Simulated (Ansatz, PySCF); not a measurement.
BClH, SMILES Cl[BH] (connectivity only; charge and spin as stated), charge +1, multiplicity 1.

Coordinates come from a TPSSh-D3(BJ)/def2-TZVPD optimisation. The spin state was assumed, not searched. The isomer is the one that the SMILES or the coordinates give; other isomers of the formula were not compared.

Vertical ionisation energy (IE) and electron affinity (EA) in eV. Rows of orbital energies are one-electron estimates. Where ΔSCF, EOM or ADC give a negative EA the extra electron is unbound and the value depends on the basis.

```csv
level,IE,EA
"−ε(HOMO), −ε(LUMO), M06-2X/def2-TZVPD (PySCF)",19.86,8.19
"−ε(HOMO), −ε(LUMO), CAM-B3LYP/def2-TZVPD (PySCF)",19.97,8.11
"−ε(HOMO), −ε(LUMO), PBE/def2-TZVPD (PySCF)",17.26,10.41
EOM-CCSD/aug-cc-pVDZ (PySCF),…,…
ADC(3)/aug-cc-pVDZ (PySCF),21.53,6.33
"ΔSCF, CAM-B3LYP/def2-TZVPD (Ansatz), final states of multiplicity 2 and 2",21.72,6.85
"ΔSCF, PBE/def2-TZVPD (Ansatz), final states of multiplicity 2 and 2",21.80,6.82
```

Task: What belongs in the gaps? (The exact figures need the calculation; the answer reports its results.)

Result: 
- EOM-CCSD/aug-cc-pVDZ (PySCF), IE: 21.47
- EOM-CCSD/aug-cc-pVDZ (PySCF), EA: 6.42

Task: What vertical singlet–triplet gap does ΔSCF give with CAM-B3LYP/def2-TZVPD (Ansatz, a quantum-chemistry and plane-wave program) and with PBE/def2-TZVPD (Ansatz)? (An estimate is asked for; the answer gives what the named calculation found.)

Result: 6.53 and 6.53 eV (triplet above singlet where positive).

Task: Beyond the first one, list the lowest photoelectron lines from ADC(3)/aug-cc-pVDZ (PySCF 2.14.0) with their pole strengths (two spins summed). (The exact figures need the calculation; the answer reports its results.)

Result: 23.54 eV (1.80), 25.61 eV (1.72), 29.13 eV (0.09).
